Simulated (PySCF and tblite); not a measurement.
The numbers below are computed, except where a source is named.
C6H10N2O, numbered as in [CH3:1]/[N:2]=[CH:3]\[C@@H:4]1[CH2:5][NH:6][C:7](=[O:8])[CH2:9]1.

Search: ETKDG, MMFF94s, GFN2-xTB, 90 starts; geometries at GFN2-xTB. Energies: PBE0-D3(BJ)/pcSseg-1 (IEF-PCM, dichloromethane), with GFN2-xTB thermal terms (modes under about 100 cm⁻¹ blended into free rotors). Symmetry numbers and mirror images are counted. Conformers within 2.5 kcal/mol (GFN2-xTB free energy) were kept, 4 at most. Programs: PySCF with density fitting and tblite.

Torsions listed: N2–C3–C4–C5. The 5-ring runs over atoms 4–5–6–7–9.

```json
{"conformer": "1", "shape": "5-ring envelope (ring torsions -17, 2, 13, -22, 23°); -129°", "symmetry": "C1"}
{"conformer": "2", "shape": "5-ring envelope (ring torsions 18, -2, -14, 24, -25°); -138°", "symmetry": "C1"}
```

(1) Which of these conformers is the most populated at 298.15 K, and with what share?

(2) Give the DFT energies and free energies relative to the lowest, and all weights.

(3) How does its share change from 250 K to 350 K?

Results:

(1) Conformer 2, about 71 %.

(2) 
```
conformer                                                         shape  E(DFT) kcal/mol  G(298.15 K) kcal/mol  weight %
        1   5-ring envelope (ring torsions -17, 2, 13, -22, 23°); -129°             0.49                  0.53      28.9
        2  5-ring envelope (ring torsions 18, -2, -14, 24, -25°); -138°             0.00                  0.00      71.1
```

(3) From 74 % to 69 %; the mixing entropy goes from 1.14 to 1.23 cal/(mol K).
